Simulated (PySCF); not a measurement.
Method: B3LYP-D3(BJ)/def2-TZVP (PySCF 2.14.0). All species are isolated molecules in the gas phase. One relaxed conformer stands for a flexible species; it need not be the lowest. B3LYP has the VWN-RPA correlation part, as in Gaussian. Excitations are Tamm–Dancoff values on a coarser integration grid. The basis has no diffuse functions, so Rydberg states are missing or too high.

Reference species (SMILES): `[OH][Al]([OH])[OH]` (neutral, multiplicity 1).

- HOMO–LUMO gap: 7.93 eV
- S1 oscillator strength: 0.000
- T1 excitation (TDA): 6.41 eV
- S1 excitation (TDA): 6.72 eV

Changed species: `[OH][Al]([SH])[SH]` (2 of 3 OH replaced by SH; the reference has 0 of 3 OH replaced by SH).

Give the shifts of the HOMO–LUMO gap, S1 oscillator strength, T1 excitation (TDA) and S1 excitation (TDA).

the HOMO–LUMO gap falls by 1.49 eV, to 6.44 eV; the S1 oscillator strength is nearly the same; the T1 excitation (TDA) falls by 1.23 eV, to 5.18 eV; the S1 excitation (TDA) falls by 1.31 eV, to 5.41 eV.
